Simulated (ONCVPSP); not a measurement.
**Varying the ONCV potential for lanthanum (La)**

Base potential:

```json
{
  "Element": "La",
  "Generator": "ONCVPSP 4.0.1",
  "Type": "optimised norm-conserving Vanderbilt (ONCV)",
  "Functional": "PBEsol",
  "Relativity": "fully relativistic",
  "Frozen core": "[Kr] 4d10",
  "Valence charge": "11",
  "Reference configuration": "5s2 5p6 5d1 6s0.5 (charge +1.5)",
  "Partial waves": "5s+6s: rc 2.40 bohr, ncon 3, nbas 6, qcut 5.2 1/bohr, 3 projectors, debl 2.6 Ha; 5p: rc 2.25 bohr, ncon 5, nbas 8, qcut 5.8 1/bohr, 1 projector; 5d: rc 3.40 bohr, ncon 4, nbas 9, qcut 4.2 1/bohr, 2 projectors, debl 1.4 Ha; f scattering state at 0.47 Ha: rc 3.35 bohr, ncon 4, nbas 8, qcut 3.4 1/bohr, 2 projectors, debl 2.6 Ha",
  "Local potential": "polynomial inside 1.80 bohr (lpopt 5, dvloc0 6 Ha)",
  "Core correction": "none"
}
```

Open shells are filled in proportion to 2j + 1.

In the f channel the program set the typed energies aside and used -0.492, 2.108 Ha (j = l + 1/2; the other j can differ).

All-electron outer shells of the reference configuration (PBEsol, scalar-relativistic, ld1.x):

```
shell  level (eV)  outermost node (bohr)  outermost maximum (bohr)
   5s      -48.06                   0.77                      1.41
   5p      -31.47                   0.83                      1.58
   5d      -11.51                   0.95                      2.16
   6s      -10.83                   1.84                      3.51
```

Cutoffs, loose and tight: the cutoffs (Ha) at which the residual kinetic energy of the hardest occupied pseudo-wave falls to 1 and 0.1 mHa per electron. They do not see the model core or the augmentation charge, which bear on the density cutoff. Test errors are all-electron minus pseudo excitation energies from the reference, over the configurations 5s2 5p6 5d1 6s2; 5s2 5p6 5d1 6s1; 5s2 5p6 5d1 6s0; 4f1 5s2 5p6 5d0 6s1. A dash means not determined; rows that change the core or the reference have their own tests.

For the base: The cutoffs count occupied waves only; projector 2 of the f channel, the hardest unoccupied one, needs 33 Ha at the loose tolerance.

| change | outcome | cutoff, loose | cutoff, tight | bound ghosts | GHOST(+) flags above zero | largest test error (meV) |
| --- | --- | --- | --- | --- | --- | --- |
| base | generated, projector energies reset by the program | 13 Ha | 16 Ha | none | f7/2, f5/2 | +1837 |
| s: rc 1.86 | generated, projector energies reset by the program | 13 Ha | 16 Ha | none | s, f7/2, f5/2 | +1837 |
| s: rc 2.1 | generated, projector energies reset by the program | 13 Ha | 16 Ha | none | s, f7/2, f5/2 | +1837 |
| s: rc 2.28 | generated, projector energies reset by the program | 13 Ha | 16 Ha | none | s, f7/2, f5/2 | +1837 |
| s: rc 2.44 | generated, projector energies reset by the program | 13 Ha | 16 Ha | none | f7/2, f5/2 | +1837 |
| s: rc 2.72 | generated, projector energies reset by the program | 13 Ha | 16 Ha | none | f7/2, f5/2 | +1837 |
| s: rc 2.94 | generated, projector energies reset by the program | 13 Ha | 16 Ha | none | f7/2, f5/2 | +1837 |
| s: rc 3.1 | generated, projector energies reset by the program | 13 Ha | 16 Ha | none | f7/2, f5/2 | +1837 |
| s: rc 3.28 | generated, projector energies reset by the program | 13 Ha | 16 Ha | none | f7/2, f5/2 | +1839 |
| s: rc 3.48 | generated, projector energies reset by the program | 13 Ha | 16 Ha | none | f7/2, f5/2 | +1839 |

**Question.** What comes out with this change to the base: s: rc 1.66; local potential polynomial inside 1.66 bohr (lpopt 5, dvloc0 6 Ha)?

**Answer.** outcome: failed: ERROR pspot: first pseudo wave function has node, program will stop. Cause: the optimised pseudo-wave of the first projector has a node, so the radial equation cannot be inverted for a potential.

Reading the sweep of the s radius (base included, trends over the rows without a ghost): The loose cutoff stays near 13 Ha. The median size of the test errors (rows with all tests solved) rises from 0.3 meV at 1.86 to 2.0 meV at 3.48 bohr. More of the atom is replaced by a form fitted at one configuration, so other configurations suffer as the radius grows. The generation fails at 1.66 bohr.
